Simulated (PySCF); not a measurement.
Computed IR spectrum (relative IR intensity) of a molecule C5H7N. The structure is a stationary point at PBE-D3(BJ)/def2-SVP. One conformer was computed; it need not be the lowest. Computed with PBE-D3(BJ)/def2-SVP in PySCF. No scaling factor is applied to the harmonic values.

```csv
ν (cm⁻¹),relative intensity
195,3.3
609,8.1
668,6.9
699,100
955,9.4
1026,10
1060,16
1074,22
1093,5.1
1306,34
1375,2.7
1385,19
1409,11
1417,2.5
1448,6.5
1511,47
2961,68
3048,15
3084,7.4
3180,2.1
3190,3.0
```

Identify the compound among the candidates.
(A) CC1=NCC=C1
(B) C#C/C=N/CC
(C) Cn1cccc1
(D) CC(C)=CC#N

C, Cn1cccc1
